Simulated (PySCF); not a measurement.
Input and output of a scripted DFT run

The script drives PySCF SCF with an in-house response code with single-precision fitted integrals, so total energies wander by about 1e-6 Eh between cycles (the fitting error itself is about 1e-3 Eh and cancels in differences); atoms count from 0. Kgrid is the grid level of the response kernel; vcut the energy (Eh) above which virtual orbitals leave the response; delta the states run by ΔSCF (the anion only where the lumo is low enough to bind); pop asks for populations, which are stored and not printed; grid is the SCF grid level (2 if not given).

Spin-orbit coupling is left out, which matters for the heavier atoms here. The basis has no diffuse functions, so the polarisability comes out too low.

Job and coordinates (Å):

```
{"job": {"kind": "uv", "basis": "def2-SVP", "grid": 1, "kgrid": 0, "vcut": null, "nstates": 6, "ntriplets": 2, "tda": false, "delta": ["ip_vertical"], "pop": true, "xc": "PBE"}, "charge": 0, "multiplicity": 1}
Ge    -1.778661     1.662788    -0.268147
Ge    -3.847516     2.793843     0.305716
Ge    -5.857246     1.637285    -0.331536
Ge    -5.908274    -0.662961     0.367157
Ge    -3.900341    -1.910209    -0.195189
Ge    -1.797124    -0.730143     0.301127
Ge     4.362963     5.242748    -0.318690
Ge     2.359772     6.399673     0.317086
Ge     0.346735     5.244381    -0.320429
Ge     0.277245     2.882598     0.262180
Ge     2.357055     1.680799    -0.261550
Ge     4.368137     2.921552     0.318999
Ge     4.343095    -1.935842    -0.305408
Ge     2.328709    -0.708812     0.269224
Ge     0.266443    -1.921430    -0.300273
Ge     0.294932    -4.333246     0.196409
Ge     2.379343    -5.448124    -0.368116
Ge     4.345988    -4.254809     0.330527
Ge    -3.786248    -4.266902     0.376355
Ge    -1.802941    -5.413541    -0.373348
H     -1.816689     1.655782    -1.810871
H     -3.892068     3.026392     1.806973
H     -3.862885     4.223518    -0.214409
H     -5.996440     1.670952    -1.841218
H     -7.109941     2.373347     0.115446
H     -6.137081    -0.745167     1.867036
H     -7.140599    -1.381342    -0.162120
H     -3.915497    -1.920041    -1.736590
H     -1.751287    -0.719625     1.848045
H      4.533754     5.344510    -1.821229
H      5.602119     5.957474     0.189864
H      2.361472     6.598287     1.819639
H      2.359807     7.830290    -0.190535
H      0.160855     5.398416    -1.820678
H     -0.884108     5.968051     0.204532
H      0.281341     2.920319     1.805754
H      2.387687     1.702059    -1.805151
H      4.594464     2.836680     1.819128
H      5.610270     2.217383    -0.205695
H      4.569436    -1.856154    -1.806255
H      5.588857    -1.234360     0.215772
H      2.341734    -0.744741     1.811825
H      0.253090    -1.877136    -1.847048
H      0.295352    -4.350096     1.738025
H      2.422880    -5.686053    -1.868126
H      2.373548    -6.875313     0.159709
H      4.443744    -4.357924     1.839747
H      5.609479    -4.971127    -0.116344
H     -3.893136    -4.413715     1.885213
H     -5.039363    -5.005671    -0.077567
H     -1.877738    -5.580877    -1.881766
H     -1.816305    -6.866685     0.083743
```

Command:

```bash
OMP_NUM_THREADS=4 python large_run.py task.json out
```

Q: What does the program print?

A: 
```
start: PBE on a coarse grid of 214596 points
cycle   1  E = -41547.6985411202  dE = -1.029e+01  |g| = 2.034e+00  |ddm| = 7.805e+00
cycle   2  E = -41547.4648336973  dE =  2.337e-01  |g| = 2.482e+00  |ddm| = 2.528e+00
cycle   3  E = -41548.0543532775  dE = -5.895e-01  |g| = 1.822e-01  |ddm| = 1.850e+00
cycle   4  E = -41548.0667198387  dE = -1.237e-02  |g| = 6.750e-02  |ddm| = 4.506e-01
cycle   5  E = -41548.0683343150  dE = -1.614e-03  |g| = 3.105e-02  |ddm| = 1.554e-01
cycle   6  E = -41548.0686494729  dE = -3.152e-04  |g| = 6.709e-03  |ddm| = 5.306e-02
final grid: 214596 points
cycle   7  E = -41548.0686021772  dE =  4.730e-05  |g| = 1.274e-02  |ddm| = 2.797e-02
cycle   8  E = -41548.0684205508  dE =  1.816e-04  |g| = 2.682e-02  |ddm| = 5.667e-02
cycle   9  E = -41548.0686528695  dE = -2.323e-04  |g| = 2.689e-03  |ddm| = 4.101e-02
cycle  10  E = -41548.0686665453  dE = -1.368e-05  |g| = 5.107e-04  |ddm| = 5.263e-03
cycle  11  E = -41548.0686604724  dE =  6.073e-06  |g| = 7.485e-05  |ddm| = 7.959e-04
converged SCF energy = -41548.0686604724
Vertical ionisation energy (delta-SCF) = 7.4321 eV   <S^2> = 0.751

Static polarisability (au): isotropic 771.683, principal 408.286 917.395 989.367

Singlet excitations
state   eV       nm        f      main configurations
  1   3.5965    344.7   0.21288   H-1->L 0.93
  2   3.6134    343.1   0.32567   H->L 0.91
  3   3.7455    331.0   0.00301   H-2->L 0.95
  4   3.8370    323.1   0.00139   H->L+1 0.91
  5   3.8393    322.9   0.00031   H-1->L+1 0.96
  6   3.9687    312.4   0.00296   H-1->L+2 0.91

Triplet excitations (Tamm-Dancoff, eV): 3.3370 3.3487
```

The run took 69 s of wall time on 4 threads of Arm Neoverse V1 (shared host), peak memory 2.9 GiB.
